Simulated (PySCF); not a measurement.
Harmonic spectrum computed at PBE0 in the def2-TZVP basis family (core potentials from Rb on, PySCF, no spin–orbit coupling):

```csv
ω (cm⁻¹),IR (km/mol)
104,12.4
336,40.9
563,88.1
```

**Question.** Which molecule gave it? In each, all ligands are bound to the one heavy central atom.
A. TiFCl (triplet)
B. RuFCl (quintet)
C. GeFCl (singlet)
D. InFCl (doublet)

**Answer.** D. It has Cs symmetry with In–Cl 2.351 Å, In–F 1.958 Å.
